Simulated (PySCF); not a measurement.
C₂H₄F₂. Atoms are numbered in the order given.

```xyz
8

C     -1.3641     0.0873     0.0000
C      0.0706    -0.3506     0.0000
F      0.7071     0.1348    -1.0922
F      0.7071     0.1348     1.0922
H     -1.4052     1.1858     0.0000
H     -1.8769    -0.2914    -0.8946
H     -1.8769    -0.2914     0.8946
H      0.1928    -1.4491     0.0000
```
Charge 0, spin multiplicity 1.

The structure is a stationary point at PBE0-D3(BJ)/def2-SVP.

Level of theory: PySCF with PBE/def2-TZVPD.

Symmetry labels are those of the subgroup Cs that the program uses (full group Cs).

Computed valence orbital energies around the gap with their symmetry:
```tsv
orbital	symmetry	energy (eV)
HOMO−7	A"	-13.52
HOMO−6	A'	-12.31
HOMO−5	A"	-10.51
HOMO−4	A'	-10.12
HOMO−3	A"	-9.70
HOMO−2	A'	-9.54
HOMO−1	A"	-9.16
HOMO	A'	-7.91
LUMO	A'	-0.21
LUMO+1	A'	0.49
LUMO+2	A'	1.06
LUMO+3	A"	1.06
```
